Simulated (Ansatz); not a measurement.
Molecule: sum formula H5SiNO3 (charge 0, singlet). 
Coordinates optimised at B3LYP-D3(BJ)/def2-TZVP (Ansatz, a quantum-chemistry and plane-wave program):
```
Si
O 1 1.6330
H 2 0.9605 1 117.84
O 1 1.6443 2 106.50 3 60.69
H 4 0.9597 1 117.84 2 175.93
O 1 1.6443 2 106.50 3 -60.69
H 6 0.9597 1 117.84 2 -175.93
N 1 1.7058 2 113.19 3 -180.00
H 8 1.0086 1 119.30 2 70.60
H 8 1.0086 9 110.69 1 144.26
```

Dipole moments at this geometry, in debye (magnitudes).

```json
[
 {"level": "SVWN5/def2-TZVPD", "program": "Ansatz", "dipole (D)": "2.09"},
 {"level": "PBE/def2-TZVPD", "program": "Ansatz", "dipole (D)": "2.03"},
 {"level": "BLYP/def2-TZVPD", "program": "Ansatz", "dipole (D)": "2.04"},
 {"level": "revPBE/def2-TZVPD", "program": "Ansatz", "dipole (D)": "2.01"},
 {"level": "B97M-V/def2-TZVPD", "program": "Ansatz", "dipole (D)": "2.04"},
 {"level": "B3LYP/def2-TZVPD", "program": "Ansatz", "dipole (D)": "2.11"},
 {"level": "PBE0/def2-TZVPD", "program": "Ansatz", "dipole (D)": "2.11"},
 {"level": "BHLYP/def2-TZVPD", "program": "Ansatz", "dipole (D)": "(withheld)"},
 {"level": "r2SCAN0/def2-TZVPD", "program": "Ansatz", "dipole (D)": "2.14"},
 {"level": "HSE06/def2-TZVPD", "program": "Ansatz", "dipole (D)": "2.11"},
 {"level": "CAM-B3LYP/def2-TZVPD", "program": "Ansatz", "dipole (D)": "2.15"},
 {"level": "LC-wPBE/def2-TZVPD", "program": "Ansatz", "dipole (D)": "2.16"},
 {"level": "wB97M-V/def2-TZVPD", "program": "Ansatz", "dipole (D)": "2.11"},
 {"level": "CCSD(T)/aug-cc-pV(D+d)Z", "program": "Ansatz", "dipole (D)": "(withheld)"}
]
```

Task: What belongs in the gaps?

Result: 
- BHLYP/def2-TZVPD, dipole (D): 2.19
- CCSD(T)/aug-cc-pV(D+d)Z, dipole (D): 2.08
